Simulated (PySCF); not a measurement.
# Relaxation of singlet Ag(OH)3

All numbers come from PySCF, PBE0, basis Ag def2-SVP with ECP28, O def2-SVP, H def2-SVP (scalar-relativistic core potentials, no spin–orbit coupling, density fitting). A (50,194) grid was used.

A hand-made T-shaped (heavy-atom frame) start, with no symmetry imposed:

```xyz
7
charge 0 multiplicity 1, angstrom
Ag    0.0047    0.0000   -0.2242
O     0.0047    0.0000    1.6858
O     1.9135    0.0000   -0.1575
O    -1.9041    0.0000   -0.1575
H    -0.7307    0.0000    2.3029
H     2.5302   -0.7354   -0.1360
H    -2.5208    0.7354   -0.1360
```

(1) What forces act on the atoms at the start (eV/Å)?

(2) What does it relax to?

(3) How much energy is released, and in how many steps?

## Answers

(1) 
```tsv
atom	Fx	Fy	Fz
Ag1	-0.43	-0.01	0.87
O2	1.75	0.04	1.42
O3	0.77	0.93	-0.93
O4	-0.89	-0.95	-0.62
H5	-1.23	-0.05	-0.90
H6	-0.43	-0.57	0.11
H7	0.46	0.61	0.04
```

(2) It ends at C1 with Ag–O 1.920 Å, Ag–O 1.940 Å, Ag–O 1.943 Å, O–H 0.966 Å (×2), O–H 0.973 Å; Ag–O–H 99.1°, Ag–O–H 109.9°, Ag–O–H 112.9°, O–Ag–O 90.7°, O–Ag–O 97.3°, O–Ag–O 171.3°. No frequency check is given, so it may be a saddle point. Other isomers or separated fragments may lie lower.

(3) 93.4 kJ/mol in 32 steps.

Stability towards spin polarisation was not tested.
